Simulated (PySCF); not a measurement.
- GFN2-xTB geometry
- GIAO PBE0/pcSseg-1 shieldings
- code: PySCF
- gas phase, one conformer, no relativistic terms, equivalent nuclei averaged

Shifts are taken against calculated references (same method and geometry level): TMS for 1H (σ = 31.72 ppm), 13C (σ = 186.93 ppm). Shifts are as computed. Against solution values, carbons near 30 ppm lie about +3 ppm off and those near 130 ppm about +5 ppm. Of 1211 compounds with measured shifts, 218 miss one by over three times the rms of a fit or turn the order of signals round; such compounds aren't used in these exercises. OH and NH positions are gas-phase values without hydrogen bonding to other molecules.

Question: Order these molecules by the shift of their most deshielded carbon, lowest δ first.
A. CCO[Si]1(N)OCCCO1
B. C=C[C@H]([SiH3])C1=C[SiH2]C1
C. C=C[C@@H](C)C1=C[SiH2][SiH2]1
D. C#CP(C)C

Answer: A (68.6 ppm, sp3 CH2 bonded to O), D (99.2 ppm, terminal alkyne carbon), B (175.1 ppm, fully substituted alkene carbon), C (187.2 ppm, fully substituted alkene carbon).

Question: How many 13C and 1H signals does each give (equivalence by symmetry and fast rotation, but not about amide C–N or C=N bonds)? `C#CP(C)C`, `CCO[Si]1(N)OCCCO1`, `C=C[C@@H](C)C1=C[SiH2][SiH2]1`, `C=C[C@H]([SiH3])C1=C[SiH2]C1`

Answer: C#CP(C)C: 3 C, 2 H; CCO[Si]1(N)OCCCO1: 4 C, 7 H; C=C[C@@H](C)C1=C[SiH2][SiH2]1: 6 C, 10 H; C=C[C@H]([SiH3])C1=C[SiH2]C1: 6 C, 10 H.
